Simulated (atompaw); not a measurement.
## Ranking PAW (atompaw) potentials for scandium

All share these settings but for the change named:

```
Element                 : scandium (Sc)
Generator               : atompaw 4.2.0.5
Type                    : PAW
Functional              : LDA (PW92)
Relativity              : scalar-relativistic
Frozen core             : [Ne]
Valence charge          : 11
Reference configuration : 3s2 3p6 3d1 4s0.5 4p0 (charge +1.5)
Partial waves           : 3s (bound): rc 1.80 bohr; 4s (bound): rc 2.00 bohr; 3p (bound): rc 1.30 bohr; 4p (bound, empty): rc 2.00 bohr; 3d (bound): rc 1.60 bohr; 3d channel at 1 Ry: rc 2.00 bohr
Local potential         : bessel scheme, radius 1.95 bohr
Core correction         : smooth core density matched at 1.40 bohr
Augmentation charge     : sinc compensation charge, radius 1.85 bohr; PAW radius 2.00 bohr; waves and projectors: custom rrkj gramschmidtortho
```

Cutoff: the first of the cutoffs (Ry, on a coarse ladder) from which the occupation-weighted sum of valence levels, in a spherical-Bessel basis at the reference potential, stays within 10 and 1 mRy of its value at 400 Ry; the density cutoff is not measured.

The base gives 45 Ry.

Of 6 variants that were run, those that failed, showed a ghost or another fault, or gave nearly equal values are left out.

A variant can come out equal or close to the base.

Question: Rank these variants from softest to hardest (loose cutoff).
A. all radii scaled by about 1.26 (s 2.26, p 1.64, d 2.00 bohr); local potential bessel scheme, radius 2.44 bohr; augmentation sinc compensation charge, radius 2.32 bohr; PAW radius 2.52 bohr; waves and projectors: custom rrkj gramschmidtortho; core correction smooth core density matched at 1.76 bohr
B. all radii scaled by about 1.19 (s 2.14, p 1.54, d 1.90 bohr); local potential bessel scheme, radius 2.32 bohr; augmentation sinc compensation charge, radius 2.20 bohr; PAW radius 2.38 bohr; waves and projectors: custom rrkj gramschmidtortho; core correction smooth core density matched at 1.66 bohr
C. all radii scaled by about 0.77 (s 1.38, p 1.00, d 1.22 bohr); local potential bessel scheme, radius 1.50 bohr; augmentation sinc compensation charge, radius 1.42 bohr; PAW radius 1.54 bohr; waves and projectors: custom rrkj gramschmidtortho; core correction smooth core density matched at 1.08 bohr
D. all radii scaled by about 0.94 (s 1.70, p 1.22, d 1.50 bohr); local potential bessel scheme, radius 1.84 bohr; augmentation sinc compensation charge, radius 1.74 bohr; PAW radius 1.88 bohr; waves and projectors: custom rrkj gramschmidtortho; core correction smooth core density matched at 1.32 bohr
E. all radii scaled by about 1.05 (s 1.90, p 1.36, d 1.68 bohr); local potential bessel scheme, radius 2.04 bohr; augmentation sinc compensation charge, radius 1.94 bohr; PAW radius 2.10 bohr; waves and projectors: custom rrkj gramschmidtortho; core correction smooth core density matched at 1.48 bohr

Answer: A (30 Ry), B (35 Ry), E (40 Ry), D (50 Ry), C (70 Ry).
